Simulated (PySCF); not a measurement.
SMILES F[Si](F)(F)[Si](F)F, doublet, PBE0/def2-SVP optimised geometry.

```
7

F     -1.78     1.53     0.00
Si    -1.29    -0.01     0.00
F     -1.78    -0.66     1.40
Si     1.07    -0.01     0.00
F      1.78     0.75     1.22
F      1.58    -1.53     0.01
F      1.57     0.67    -1.36
```

Density from unrestricted PBE0/def2-TZVP run with PySCF 2.14.0 at that geometry.

Minimum of the electron density along straight lines between bonded atoms, close to the bond critical point (lines longer than 1.1 times the sum of covalent radii, or with two minima, are not listed):

```
bond     length / Å  ρ at the minimum / e bohr⁻³  ∇²ρ there / e bohr⁻⁵  position (fraction from the first atom)
-------  ----------  ---------------------------  --------------------  ---------------------------------------
F1–Si2        1.619                        0.133                  0.91                                     0.58
Si2–F3        1.619                        0.133                  0.91                                     0.42
Si2–Si4       2.355                        0.097                 -0.18                                     0.46
Si4–F5        1.603                        0.140                  0.98                                     0.42
Si4–F6        1.603                        0.140                  0.98                                     0.42
Si4–F7        1.603                        0.140                  0.98                                     0.42
```
